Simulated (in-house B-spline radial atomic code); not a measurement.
**Cr7+: [Ne] 3s2 (3p1/2)1 (3p3/2)3 (4f5/2)1 (an excited or competing configuration)**

Computed with a radial B-spline atomic code at the basis-set limit: Dirac-Hartree-Fock, average of the jj configuration, Fermi nucleus of rms radius 3.6452 fm.

Z_r = [3n² - l(l+1)]/(2<r>); Z_e = n√(-2ε); the last column is Slater's effective charge. Values are occupation-weighted means over j.

| shell | electrons | ε (eV) | <r> (bohr) | Z_r | Z_e | Slater |
| --- | --- | --- | --- | --- | --- | --- |
| 1s | 2 | -6215.8 | 0.06351 | 23.62 | 21.37 | 23.70 |
| 2s | 2 | -893 | 0.2898 | 20.71 | 16.20 | 19.85 |
| 2p | 6 | -774.05 | 0.258 | 19.38 | 15.09 | 19.85 |
| 3s | 2 | -231.93 | 0.8186 | 16.49 | 12.39 | 13.45 |
| 3p | 4 | -197.86 | 0.8358 | 14.95 | 11.44 | 13.45 |
| 4f | 1 | -56.026 | 2.121 | 8.49 | 8.12 | 8.00 |

The least bound orbital is 4f5/2 at -56.03 eV, and it is also the most diffuse (<r> = 2.121 bohr).

For the 1s electron the small component carries 0.743 % of the norm, the zero-frequency Breit interaction raises the level by 6.468 eV, self-energy by 3.131 eV, and vacuum polarisation lowers it by 0.2551 eV.
